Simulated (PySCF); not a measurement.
H4PbSi, SMILES [PbH][SiH3] (connectivity only; charge and spin as stated), neutral, multiplicity 1.

Geometry optimised at B3LYP-D3(BJ)/def2-TZVP. The def2 effective core potentials stand for the cores of Pb; spin–orbit coupling is left out.

The numbers are results of TDA-M06-2X/def2-SVPD run with PySCF, not measurements.

Vertical excitations.  State labels are in the subgroup Cs.

| state | symmetry | energy (eV) | λ (nm) | f | main pairs |
|---|---|---|---|---|---|
| S1 | A" | 2.09 | 593 | 0.002 | HOMO→LUMO 99 % |
| S2 | A" | 3.16 | 392 | 0.004 | HOMO−1→LUMO 99 % |
| S3 | A' | 5.09 | 244 | 0.054 | HOMO→LUMO+1 56 %, HOMO→LUMO+2 40 % |
| S4 | A' | 5.57 | 222 | 0.587 | HOMO→LUMO+2 45 %, HOMO→LUMO+1 33 %, HOMO−1→LUMO+1 9 % |
| S5 | A' | 6.06 | 205 | 0.025 | HOMO→LUMO+3 88 % |
| S6 | A' | 6.16 | 201 | 0.138 | HOMO−1→LUMO+1 53 %, HOMO−3→LUMO 25 %, HOMO−1→LUMO+2 11 % |
| S7 | A" | 6.17 | 201 | 0.000 | HOMO−2→LUMO 82 %, HOMO→LUMO+4 15 % |
| S8 | A" | 6.29 | 197 | 0.022 | HOMO→LUMO+4 81 %, HOMO−2→LUMO 16 % |
| S9 | A' | 6.35 | 195 | 0.148 | HOMO→LUMO+5 39 %, HOMO−3→LUMO 39 %, HOMO−1→LUMO+2 9 % |
| S10 | A' | 6.51 | 190 | 0.260 | HOMO−3→LUMO 27 %, HOMO−1→LUMO+1 27 %, HOMO→LUMO+5 26 %, HOMO−1→LUMO+2 10 % |
| T1 | A" | 1.36 | 913 | 0 | HOMO→LUMO 95 % |
| T2 | A" | 2.59 | 478 | 0 | HOMO−1→LUMO 95 % |
| T3 | A' | 4.12 | 301 | 0 | HOMO→LUMO+2 57 %, HOMO→LUMO+1 28 % |
| T4 | A' | 4.76 | 260 | 0 | HOMO→LUMO+1 48 %, HOMO→LUMO+2 25 %, HOMO→LUMO+3 10 % |
Triplets are in the Tamm–Dancoff approximation.
